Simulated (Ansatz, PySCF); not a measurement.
Species: CCl$_{2}$, net charge 0, singlet state. 
Geometry from a B3LYP-D3(BJ)/def2-TZVP (Ansatz, a program for electronic structure) optimisation:
```xyz
3

Cl    -1.4025    -0.2001     0.0210
C     -0.0305     0.8441     0.0088
Cl     1.4133    -0.0978    -0.0241
```
Charge 0, spin multiplicity 1.

Total electronic energies in hartree. Cores are frozen in the correlated levels unless marked. Spin-orbit coupling is left out. No relativistic terms. CBS marks a two-point X^-3 extrapolation of the correlation energy; Hartree-Fock from the larger set.

The Hartree-Fock reference is unstable (checked in the largest basis), which strains HF and MP2. 

```
level                                                             program  energy (Eh)
---------------------------------------------------------  --------------  -----------
HF/cc-pV(T+d)Z                                                     Ansatz   -956.80871
HF-D3(BJ)/def2-TZVPD                                        PySCF + dftd3   -956.81584
RI-HF/cc-pV(T+d)Z                                                  Ansatz   -956.80859
RI-HF/cc-pV(Q+d)Z                                                  Ansatz   -956.81848
SVWN5/def2-TZVPD                                                   Ansatz   -955.13230
BLYP-D4/def2-TZVPD                                         Ansatz + dftd4   -958.43840
r2SCANh-D4/def2-TZVPD                                      Ansatz + dftd4   -958.34899
r2SCAN0-D4/def2-TZVPD                                      Ansatz + dftd4   -958.33828
PW6B95-D3(BJ)/def2-TZVPD                                    PySCF + dftd3   -959.19926
PW6B95-D4/def2-TZVPD                                        PySCF + dftd4   -959.20017
MN15-D3(BJ)/def2-TZVPD                                      PySCF + dftd3   -958.19941
CAM-B3LYP/def2-TZVPD                                               Ansatz   -958.44047
B2GP-PLYP/def2-TZVPD                                               Ansatz   -958.04175
RPA@PBE/cc-pV(Q+d)Z                                                Ansatz   -957.72915
MP2/6-31G                                                          Ansatz   -956.79264
MP2/cc-pwCVTZ                                                      Ansatz   -957.33550
RI-MP2/aug-cc-pV(T+d)Z                                             Ansatz   -957.33833
SCS-MP2/6-31G                                                      Ansatz   -956.79062
SCS-MP2/aug-cc-pV(D+d)Z                                            Ansatz   -957.18184
SCS-MP2/cc-pV(T+d)Z                                                Ansatz   -957.31550
CCSD/cc-pV(D+d)Z                                                   Ansatz   -957.19688
CCSD(T) with core electrons (1s frozen past Ne)/cc-pwCVTZ          Ansatz   -957.99593
CCSD(T)/CBS(cc-pV(T+d)Z,cc-pV(Q+d)Z)                               Ansatz    -957.4835
```

Totals of different functionals don't rank their quality; only differences between species are comparable.
